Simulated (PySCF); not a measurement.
**From computed data to an observable: chemical shift, span and skew from a shielding tensor**

C3H5, SMILES C=[C]C (connectivity only; charge and spin as stated), charge +1, multiplicity 1. Atoms are numbered in the order given.

```xyz
8

C      0.0045     1.3744     0.0000
C     -0.0303     0.1069     0.0000
C     -0.0175    -1.2972     0.0000
H     -0.9247     1.9528     0.0000
H      0.9495     1.9241     0.0000
H      1.0767    -1.5175     0.0000
H     -0.4212    -1.7321    -0.9194
H     -0.4212    -1.7321     0.9194
```
Charge +1, spin multiplicity 1.

The structure is a stationary point at TPSSh-D3(BJ)/def2-TZVP. The spin state was assumed, not searched. The isomer is the one that the SMILES or the coordinates give; other isomers of the formula were not compared.

GIAO shieldings from PySCF with PBE0/pcSseg-2, non-relativistic, no solvent. The symmetric part of the tensor of C1 has the principal values -15.8, 141.2, 214.2 ppm. The same nucleus in TMS has σ = 186.1 ppm at this level (PySCF, at its B3LYP-D3(BJ)/def2-TZVP geometry).

Task: Work out the isotropic shielding, the ¹³C shift against TMS, the span and the skew.

Result: 
σ(iso) = (σ11 + σ22 + σ33)/3 = 113.2 ppm. δ = σ(ref) − σ(iso) = 186.1 − (113.2) = 72.9 ppm.
Span Ω = σ33 − σ11 = 230.0 ppm. Skew κ = 3(σ(iso) − σ22)/Ω = -0.37. Tumbling in solution averages the tensor to δ; in a static solid the shielding alone would spread this spin-1/2 line over Ω.
